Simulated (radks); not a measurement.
Question: Ca, configuration [Ar] 4s2 (the NIST ground configuration). All-electron calculation, Dirac Kohn-Sham, PBE, spin-unpolarised, spherical densities, point nucleus; speed of light set to 102.777 atomic units (0.75 times the physical value, a model run). Program: a radial shooting solver on a logarithmic mesh with Libxc functionals. Some entries of the table are withheld. Estimate them.

| orbital | occ. | eigenvalue (eV) | <r^2> (bohr^2) | <r> (bohr) |
|---|---|---|---|---|
| 1s1/2 | 2 | -3965.403 | 0.007868 | (1) |
| 2s1/2 | 2 | -417.1792 | 0.1555 | 0.3621 |
| 2p1/2 | 2 | (2) | 0.1302 | 0.3240 |
| 2p3/2 | 4 | (3) | 0.1336 | 0.3286 |
| 3s1/2 | 2 | -47.4049 | 1.530 | 1.151 |
| 3p1/2 | 2 | -28.4212 | 1.877 | 1.261 |
| 3p3/2 | 4 | -27.7332 | 1.920 | 1.275 |
| 4s1/2 | 2 | -3.7765 | 18.44 | 4.008 |
| 3d3/2 | 0 | (4) | 8.175 | 2.403 |
| 3d5/2 | 0 | (5) | 8.290 | 2.420 |
| 4p1/2 | 0 | (6) | 33.77 | 5.382 |
| 4p3/2 | 0 | (7) | 34.39 | 5.432 |

Answer: 
(1) 1s1/2 <r> (bohr): 0.07643
(2) 2p1/2 eigenvalue (eV): -339.2378
(3) 2p3/2 eigenvalue (eV): -332.6247
(4) 3d3/2 eigenvalue (eV): -1.8724
(5) 3d5/2 eigenvalue (eV): -1.8432
(6) 4p1/2 eigenvalue (eV): -1.4106
(7) 4p3/2 eigenvalue (eV): -1.3797
